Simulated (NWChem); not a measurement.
Everything below was run with NWChem. System: HSi (+1), charge 1, spin multiplicity 1, at a geometry optimised with PBE/def2-SVP. The structure started from a generated list of species. Level: EOM-CCSD/def2-SVPD, 5 core orbitals frozen.

Job file:

```
start mol
memory heap 100 mb stack 700 mb global 1900 mb
charge 1
geometry units angstroms nocenter noautoz
  Si     0.000000     0.000000     0.102796
  H      0.000000     0.000000    -1.439142
  symmetry group C2v
end
basis spherical
  * library def2-svpd
end
scf
  rhf
  nopen 0
  maxiter 100
  thresh 1e-7
  semidirect memsize 60000000 filesize 0
end
tce
  freeze core 5
  ccsd
  nroots 1
  2eorb
  2emet 13
  thresh 1e-5
  maxiter 200
  tilesize 24
  dipole
end
task tce energy
```

Output (cleaned and shortened):

```
             Northwest Computational Chemistry Package (NWChem) 7.3.0
             --------------------------------------------------------

                                NWChem Input Module
                                -------------------

 Scaling coordinates for geometry "geometry" by  1.889725989
 (inverse scale =  0.529177249)

 Turning off AUTOSYM since
 SYMMETRY directive was detected!

                             Geometry "geometry" -> ""
                             -------------------------

 Output coordinates in angstroms (scale by  1.889725989 to convert to a.u.)

  No.       Tag          Charge          X              Y              Z
 ---- ---------------- ---------- -------------- -------------- --------------
    1 Si                  14.0000     0.00000000     0.00000000     0.10279600
    2 H                    1.0000     0.00000000     0.00000000    -1.43914200

 Effective nuclear repulsion energy (a.u.)       4.8046558850

            Nuclear Dipole moment (a.u.)
            ----------------------------
        X                 Y               Z
 ---------------- ---------------- ----------------
     0.0000000000     0.0000000000     0.0000037795

      Symmetry information
      --------------------

 Group name             C2v
 Group number             16
 Group order               4
 No. of unique centers     2

      Symmetry unique atoms

     1    2


 Summary of "ao basis" -> "" (spherical)
 ------------------------------------------------------------------------------
       Tag                 Description            Shells   Functions and Types
 ---------------- ------------------------------  ------  ---------------------
 *                         def2-svpd                  on all atoms

 Summary of "ao basis" -> "ao basis" (spherical)
 ------------------------------------------------------------------------------
       Tag                 Description            Shells   Functions and Types
 ---------------- ------------------------------  ------  ---------------------
 Si                        def2-svpd                10       24   5s3p2d
 H                         def2-svpd                 4        8   2s2p

                                 NWChem SCF Module
                                 -----------------

  ao basis        = "ao basis"
  functions       =    32
  atoms           =     2
  closed shells   =     7
  open shells     =     0
  charge          =   1.00
  wavefunction    = RHF
  use symmetry    = T
  symmetry adapt  = T

 Summary of "ao basis" -> "ao basis" (spherical)
 ------------------------------------------------------------------------------
       Tag                 Description            Shells   Functions and Types
 ---------------- ------------------------------  ------  ---------------------
 Si                        def2-svpd                10       24   5s3p2d
 H                         def2-svpd                 4        8   2s2p

      Symmetry analysis of basis
      --------------------------

        a1         16
        a2          2
        b1          7
        b2          7

 Forming initial guess at       0.0s

      Superposition of Atomic Density Guess
      -------------------------------------

 Sum of atomic energies:        -289.23815211

 Renormalizing density from      15.00 to     14

      Non-variational initial energy
      ------------------------------

 Total energy =    -276.751890
 1-e energy   =    -383.072148
 2-e energy   =     101.515602
[...]
   0.0284190144561   0.1264883704656    3.44193     0.0     0.0

 Iteration   4 using    4 trial vectors
   0.0105721780414   0.1257096547421    3.42074     0.0     0.0

 Iteration   5 using    5 trial vectors
   0.0047079929586   0.1256100788827    3.41803     0.0     0.0

 Iteration   6 using    6 trial vectors
   0.0016701872747   0.1256246027090    3.41842     0.0     0.0

 Iteration   7 using    7 trial vectors
   0.0004859433126   0.1256405249792    3.41885     0.0     0.0

 Iteration   8 using    8 trial vectors
   0.0001174000698   0.1256426442119    3.41891     0.0     0.0

 Iteration   9 using    9 trial vectors
   0.0000262788200   0.1256428747805    3.41892     0.0     0.0

 Iteration  10 using   10 trial vectors
   0.0000055558808   0.1256428420636    3.41892     0.0     0.0
 --------------------------------------------------------------
 Iterations converged

 Excited state root  1
 Excitation energy / hartree =        0.125642843527864
                   / eV      =        3.418917182367034

 EOM-CCSD transition moments / hartree
 --------------------------------------------
 X    0.4368159 Y    0.0000000 Z    0.0000000
 Oscillator Strength                0.0159825
 --------------------------------------------

 EOM-CCSD dipole moments / hartree & Debye
 ------------------------------------
   X         0.0000000      0.0000000
   Y         0.0000000      0.0000000
   Z         0.2370367      0.6024916
 Total       0.2370367      0.6024916
 ------------------------------------

 Singles contributions
     8b1  (alpha) ---     6a1  (alpha)        0.1278013102
     8b1  (alpha) ---     7a1  (alpha)       -0.9200487292

 Doubles contributions
    11a1  (alpha)     8b1  (beta ) ---     7a1  (alpha)     6a1  (beta )        0.1054615954
     8b1  (alpha)    11a1  (beta ) ---     6a1  (alpha)     7a1  (beta )        0.1054615954

 =========================================
 Excited-state calculation ( b2  symmetry)
 =========================================
 Dim. of EOMCC iter. space      500

 EOMCCSD SOLVER TYPE  1
  maxdiff =   0.40523855104839596

 No. of initial right vectors    1

 EOM-CCSD right-hand side iterations
 --------------------------------------------------------------
      Residuum       Omega / hartree  Omega / eV    Cpu    Wall
 --------------------------------------------------------------

 Iteration   1 using    1 trial vectors
   0.3411399442600   0.1967100488135    5.35276     0.0     0.0

 Iteration   2 using    2 trial vectors
   0.0849346342899   0.1314436496155    3.57677     0.0     0.0

 Iteration   3 using    3 trial vectors
   0.0280311207280   0.1264268330767    3.44025     0.0     0.0

 Iteration   4 using    4 trial vectors
   0.0101774658865   0.1257655954238    3.42226     0.0     0.0

 Iteration   5 using    5 trial vectors
   0.0045379648613   0.1256458939174    3.41900     0.0     0.0

 Iteration   6 using    6 trial vectors
   0.0016657665805   0.1256305068060    3.41858     0.0     0.0

 Iteration   7 using    7 trial vectors
   0.0004844174352   0.1256402151501    3.41885     0.0     0.0

 Iteration   8 using    8 trial vectors
   0.0001180939354   0.1256421139935    3.41890     0.0     0.0

 Iteration   9 using    9 trial vectors
   0.0000270923631   0.1256427946887    3.41892     0.0     0.0

 Iteration  10 using   10 trial vectors
   0.0000060192044   0.1256428435279    3.41892     0.0     0.0
 --------------------------------------------------------------
 Iterations converged
 ------------------

 Excited state root  1
 Excitation energy / hartree =        0.125642843527865
                   / eV      =        3.418917182367048
 largest EOMCCSD amplitudes: R1 and R2

 Singles contributions
     9b2  (alpha) ---     6a1  (alpha)        0.1278013102
     9b2  (alpha) ---     7a1  (alpha)       -0.9200487292

 Doubles contributions
    11a1  (alpha)     9b2  (beta ) ---     7a1  (alpha)     6a1  (beta )        0.1054615954
     9b2  (alpha)    11a1  (beta ) ---     6a1  (alpha)     7a1  (beta )        0.1054615954

 No. of initial left vectors    1

 EOM-CCSD left-hand side iterations
 --------------------------------------------------------------
      Residuum       Omega / hartree  Omega / eV    Cpu    Wall
 --------------------------------------------------------------

 Iteration   1 using    1 trial vectors
   0.3446170334831   0.1967100488135    5.35276     0.0     0.0

 Iteration   2 using    2 trial vectors
   0.0851110571636   0.1315444617628    3.57951     0.0     0.0

 Iteration   3 using    3 trial vectors
   0.0284190144561   0.1264883704656    3.44193     0.0     0.0

 Iteration   4 using    4 trial vectors
   0.0105721780414   0.1257096547421    3.42074     0.0     0.0

 Iteration   5 using    5 trial vectors
   0.0047079929586   0.1256100788827    3.41803     0.0     0.0

 Iteration   6 using    6 trial vectors
   0.0016701872747   0.1256246027090    3.41842     0.0     0.0

 Iteration   7 using    7 trial vectors
   0.0004859433126   0.1256405249792    3.41885     0.0     0.0

 Iteration   8 using    8 trial vectors
   0.0001174000698   0.1256426442119    3.41891     0.0     0.0

 Iteration   9 using    9 trial vectors
   0.0000262788200   0.1256428747805    3.41892     0.0     0.0

 Iteration  10 using   10 trial vectors
   0.0000055558808   0.1256428420636    3.41892     0.0     0.0
 --------------------------------------------------------------
 Iterations converged

 Excited state root  1
 Excitation energy / hartree =        0.125642843527865
                   / eV      =        3.418917182367048

 EOM-CCSD transition moments / hartree
 --------------------------------------------
 X    0.0000000 Y    0.4368159 Z    0.0000000
 Oscillator Strength                0.0159825
 --------------------------------------------

 EOM-CCSD dipole moments / hartree & Debye
 ------------------------------------
   X         0.0000000      0.0000000
   Y         0.0000000      0.0000000
   Z         0.2370367      0.6024916
 Total       0.2370367      0.6024916
 ------------------------------------

 Singles contributions
     9b2  (alpha) ---     6a1  (alpha)        0.1278013102
     9b2  (alpha) ---     7a1  (alpha)       -0.9200487292

 Doubles contributions
    11a1  (alpha)     9b2  (beta ) ---     7a1  (alpha)     6a1  (beta )        0.1054615954
     9b2  (alpha)    11a1  (beta ) ---     6a1  (alpha)     7a1  (beta )        0.1054615954

 Task  times  cpu:        2.9s     wall:        2.9s

 Total times  cpu:        3.0s     wall:        3.0s
```
